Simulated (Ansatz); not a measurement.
## The HOMO–LUMO gap down a group: C to Sn

One atom is swapped for its congeners: C3H3 (propargyl radical) `[CH]=C=C`; C2H3Si `C#C[SiH2]`; C2H3Sn `C#[C][SnH2]`. The Ge member is missing. All are doublets with charge 0.

Shapes, held fixed at every level: PBE0-D4/def2-TZVP. Programs: Ansatz 0.2.0. Values in eV.

| level | C3H3 | C2H3Si | C2H3Sn |
| --- | --- | --- | --- |
| SPW92/def2-TZVPP | 1.08 | 1.10 | 0.79 |
| PBE-D4/def2-TZVPP | 1.54 | 1.55 | 1.06 |
| B3LYP-D4/def2-TZVPP | 3.25 | 2.86 | 2.32 |
| PBE0-D4/def2-TZVPP | 3.94 | 3.52 | 2.96 |
| r2SCAN0-D4/def2-TZVPP | 4.75 | 4.06 | 3.45 |
| wB97X-V/def2-TZVPP | 8.09 | 7.33 | 6.85 |
| wB97M-V/def2-TZVPP | 7.73 | 6.87 | 6.63 |

At wB97M-V/def2-TZVPP the HOMO–LUMO gap falls at every step, from 7.73 to 6.63 eV. 5 of 7 levels show this order throughout; 5 agree on the largest and the smallest. Open shells run unrestricted unless RO is named. For atoms past krypton def2 sets carry core potentials with scalar relativity. Orbital gaps aren't excitation energies, and the LUMO depends on the basis.
